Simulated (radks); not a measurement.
The numbers below are computed, except where a source is named.
Valence configurations of the neon ion Ne2+ (all share [He]). Level of theory: Dirac Kohn-Sham, PBE, spin-unpolarised, spherical densities, point nucleus; open shells are shared between the two j in proportion to 2j + 1 (a radial shooting solver on a logarithmic mesh with Libxc functionals). Energies are relative to 2s2 2p4; eigenvalues in eV.

valence      E (eV)  e(2p1/2)  e(2p3/2)  e(2s1/2)
2s2 2p4       0.000   -54.911   -54.775   -78.127
2s1.5 2p4.5  11.666   -54.775   -54.640   -78.040
2s1 2p5      23.355   -54.650   -54.516   -77.963
2s0.5 2p5.5  35.067   -54.536   -54.403   -77.895
2p6          46.802   -54.431   -54.299         -

NIST lists [He] 2s2 2p4 as the ground configuration; this level of theory agrees among the configurations tried. The energies are those of spherical spin-averaged densities, not of single terms.
